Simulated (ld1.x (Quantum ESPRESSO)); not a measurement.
Configuration tests for Yb (Z = 70) (TM)

| Item | Value |
| --- | --- |
| Element | Yb |
| Generator | ld1.x (Quantum ESPRESSO) 7.5 |
| Type | norm-conserving Troullier–Martins (Kleinman–Bylander form) |
| Functional | PBEsol |
| Relativity | scalar-relativistic |
| Frozen core | [Kr] 4d10 |
| Valence charge | 24 |
| Reference configuration | 4f14 5s2 5p6 5d0 6s1 6p0 (charge +1) |
| Partial waves | 5s (bound): rc 1.90 bohr; 5p (bound): rc 2.35 bohr; 4f (bound): rc 0.75 bohr; 5d (bound, empty): rc 2.55 bohr |
| Local potential | the d channel |
| Core correction | none |

Occupied shells without a wave of their own: 6s. They enter only through the test configuration that unscreens the potential.

Energies are relative to the spin-unpolarised reference configuration 4f14 5s2 5p6 5d0 6s1 6p0; without spin polarisation the order of configurations can differ from experiment.

| valence configuration | charge | ΔE all-electron (eV) | error AE − PS (meV) |
| --- | --- | --- | --- |
| 4f14 5s2 5p6 5d0 6s2 6p0 | 0 | -6.544 | -347 |
| 4f14 5s2 5p6 5d0 6s0 6p0 | +2 | 12.126 | +617 |
| 4f14 5s2 5p6 5d0 6s0 6p2 | 0 | -0.484 | +510 |
| 4f14 5s2 5p6 5d1 6s0 6p0 | +1 | 2.904 | +420 |
| 4f14 5s2 5p6 5d0 6s1 6p1 | 0 | -3.603 | +44 |
| 4f14 5s2 5p6 5d0 6s0 6p1 | +1 | 3.778 | +591 |

Question: What are ΔE and the potential's error for 4f13 5s2 5p6 5d0 6s0 6p0?

Answer: ΔE = 38.753 eV all-electron; the error (AE − PS) is +924 meV.

ld1.x printed “convergence not achieved” for 7 of the counted tests; their residual had stalled under 1e-8, short of the target of 1e-14. The 6s level has no wave, so the channel is fitted at the deeper level alone: the likely source of the large errors.

A Bessel basis up to 400 Ry misses an occupied level by 0.08 Ry, so cutoffs and ghosts were not judged. The potential misses its own reference levels by up to 0.5 eV.
